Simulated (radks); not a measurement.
Ionisation ladder of tantalum, from Ta22+ to Ta43+. Each ion is in the ground configuration listed by NIST, and IE = E(next ion) - E(this ion). Calculated with a radial shooting solver on a logarithmic mesh with Libxc functionals: Dirac Kohn-Sham, BLYP, spin-unpolarised, spherical densities, finite nucleus; open shells fill j = l - 1/2 first; Fermi nuclear charge, rms radius 5.3507 fm.

species,configuration,"IE, Delta-SCF (eV)",<r> HOMO (bohr),"IE, NIST (eV)",kind,error (eV)
Ta22+,[Kr] 4d10 4f5,632.72,0.480,660,theory,-27.3
Ta23+,[Kr] 4d10 4f4,678.77,0.472,700,theory,-21.2
Ta24+,[Kr] 4d10 4f3,725.99,0.464,750,theory,-24.0
Ta25+,[Kr] 4d10 4f2,774.34,0.456,790,theory,-15.7
Ta26+,[Kr] 4d10 4f1,823.81,0.449,832,theory,-8.2
Ta27+,[Kr] 4d10,1064.4,0.462,1064,theory,+0.4
Ta28+,[Kr] 4d9,1113.2,0.458,1110,theory,+3.2
Ta29+,[Kr] 4d8,1162.6,0.454,1160,theory,+2.6
Ta30+,[Kr] 4d7,1212.6,0.451,1211,theory,+1.6
Ta31+,[Kr] 4d6,1263.2,0.447,1262,theory,+1.2
Ta32+,[Kr] 4d5,1314.3,0.443,1313,theory,+1.3
Ta33+,[Kr] 4d4,1383.9,0.433,1382,theory,+1.9
Ta34+,[Kr] 4d3,1436.9,0.430,1434,theory,+2.9
Ta35+,[Kr] 4d2,1490.5,0.426,1490,theory,+0.5
Ta36+,[Kr] 4d1,1544.7,0.423,1542,theory,+2.7
Ta37+,[Kr],1751.2,0.430,1748,theory,+3.2
Ta38+,[Ar] 3d10 4s2 4p5,1804.8,0.427,1799,theory,+5.8
Ta39+,[Ar] 3d10 4s2 4p4,1858.7,0.425,1857,theory,+1.7
Ta40+,[Ar] 3d10 4s2 4p3,1912.8,0.422,1910,theory,+2.8
Ta41+,[Ar] 3d10 4s2 4p2,2061.3,0.400,2053,theory,+8.3
Ta42+,[Ar] 3d10 4s2 4p1,2118.4,0.398,2113,theory,+5.4
Ta43+,[Ar] 3d10 4s2,2268.2,0.400,2254,theory,+14.2

Reference values: NIST Atomic Spectra Database (exp. = measured, semi-emp. = semi-empirical, theory = theoretical value adopted there). The ionisation energy per charge of the ion left behind rises most, in proportion, at Ta27+ ([Kr] 4d10), from 30.511 to 38.016 eV. Spin polarisation and multiplet splitting are left out, so open shells lie too high by an amount that depends on their filling.

Beside tabulated values, note that spin-unpolarised runs miss the spin-polarisation part of the exchange energy of open shells.
